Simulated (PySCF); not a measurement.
Structure problem from calculated spectra and properties.

Elements present: C, H, O and Si. Monoisotopic mass: 105.9906 u.

* 13C NMR: chemical shifts (computed TMS as zero) by class: 249.8 (1 C) ppm [GIAO PBE0/pcSseg-1]
* Rotational structure: rotational constants A, B, C: 4.549, 2.345, 1.607 GHz [GFN2-xTB]
* NMR, other nuclei: isotropic shieldings of nuclei other than C and H, by class: -590 (1 O), 346 (1 O), 384 (1 Si), 398 (1 Si) ppm [GIAO PBE0/pcSseg-1]
* Dipole: 1.76 D [PBE0/pcSseg-1]
* 1H NMR: chemical shifts (computed TMS as zero) by class: 12.19 (1 H), 5.17 (3 H), 5.07 (2 H) ppm [GIAO PBE0/pcSseg-1]

Gas-phase values; electronic properties from PySCF, density fitting. Levels stand in brackets. Isolated species at its GFN2-xTB geometry (one conformer only). NMR values are class means; diastereotopic atoms form classes of their own.

Question: Which formula fits the mass and the elements?

Answer: CH6O2Si2 (calculated 105.9906). No other formula that holds each of these elements comes within 0.0003 u with a fitting electron parity and a possible valence count.

Question: Propose a structure and show how it fits.

Answer: Numbering: `[O:1]=[CH:2][SiH2:3][O:4][SiH3:5]`. Its formula, CH6O2Si2, gives 1 degree of unsaturation: 0 rings and 1 π bond in the structure found. The one carbon: carbonyl carbon [C2] (249.8 ppm). Hydrogen classes from least to most shielded: 1 H on a carbonyl carbon, C2 (12.19 ppm), 3 H on an oxygen-bound silicon, Si5 (5.17 ppm), 2 H on an oxygen-bound silicon, Si3 (5.07 ppm). The other shieldings belong to: -590 ppm, carbonyl oxygen [O1]; 346 ppm, siloxane oxygen [O4]; 384 ppm, oxygen-bound silicon [Si5]; 398 ppm, oxygen-bound silicon [Si3]. By its constants the optimised geometry is an asymmetric top. Structure: `O=C[SiH2]O[SiH3]`. The assignments are read from this structure; whether some other isomer fits the data as well wasn't checked.

Shape of the structure used: `[O:1]=[CH:2][SiH2:3][O:4][SiH3:5]`: O1–C2–Si3–O4 -1°, C2–Si3–O4–Si5 1°.
